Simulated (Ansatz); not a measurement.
Saddle point of SiH4BrCl, closed shell (SiH₃Cl ([SiH3][Cl]) + HBr → SiH₂BrCl ([Cl][SiH2][Br]) + H₂; bonds formed: Si1–Br7, H2–H6; bonds broken: Si1–H2, H6–Br7), PBE0-D4/def2-TZVP structure:

| atom | x (Å) | y (Å) | z (Å) |
| --- | --- | --- | --- |
| Si1 | -0.4164 | -0.0697 | 0.2426 |
| H2 | 0.4751 | -0.2893 | -1.1774 |
| H3 | -0.0951 | -1.0245 | 1.3061 |
| H4 | -1.0217 | 1.2581 | 0.3710 |
| Cl5 | -1.8737 | -1.1056 | -0.8420 |
| H6 | 1.0762 | 0.1545 | -0.6897 |
| Br7 | 1.8557 | 1.0766 | 0.7895 |

Energies are electronic, without zero-point energy. Barriers and step energies count from the start structure reached by relaxing down the imaginary mode; all methods use the PBE0-D4 structures, on which another method's saddle can fall below an end. Computed with Ansatz 0.2.0 (basis: def2-TZVPP, with def2-QZVPP for the basis limit); correlated methods freeze the cores. Filled d shells of the heavier atoms are correlated. The def2 sets are not built for correlating such inner shells, so the correlated values are less sure here. B3LYP uses VWN-RPA correlation. Extrapolation: Hartree–Fock as exp(−7.88 √X), correlation as X^−2.97.

| method | barrier (kJ/mol) | step energy (kJ/mol) |
| --- | --- | --- |
| SPW92 | 80.3 | -62.2 |
| PBE-D4 | ? | -70.1 |
| BLYP-D4 | 125.3 | -67.8 |
| r2SCAN-D4 | 116.4 | -72.5 |
| B97M-V | 139.7 | -64.7 |
| PBE0-D4 | ? | -68.9 |
| B3LYP-D4 | 135.4 | -66.4 |
| r2SCAN0-D4 | 125.7 | -71.1 |
| BHLYP-D4 | 152.1 | -65.3 |
| CAM-B3LYP-D4 | 145.7 | -61.4 |
| wB97X-V | 145.2 | -65.4 |
| wB97M-V | ? | -67.9 |
| B2PLYP | 143.4 | -66.1 |
| PBE-QIDH | 133.7 | -69.9 |
| RPA on PBE | 159.9 | -57.6 |
| HF | 200.1 | -57.3 |
| MP2 | 141.8 | -73.4 |
| CCSD | 162.1 | -59.6 |
| CCSD(T) | 152.3 | -62.7 |

(1) Fill in the withheld barriers. (Judge from chemistry; the value comes from the calculation.)

T1 diagnostic: at most 0.010.

## Answers

(1) Computed: wB97M-V 139.0; PBE0-D4 119.2; PBE-D4 104.7 kJ/mol. Each is the energy of the saddle less that of the start structure, by the same method.

For comparison, the barrier by CCSD(T) at an estimated basis limit (MP2 extrapolated from triple and quadruple zeta, plus CCSD(T) − MP2 in triple zeta) is 141.5 kJ/mol.

Labels in which every atom is bracketed show which atoms are joined, not bond orders.

For scale, one of the runs: CCSD(T)/def2-TZVPP, 188 basis functions, launched by `ansatz run in.yaml --threads 4 --pin off --events-out ev --progress --plain --max-ram 9574MiB`. Hardware: 4 CPU threads of an Arm Neoverse V2, shared host. Wall time 38 s; peak host memory 1.9 GiB.
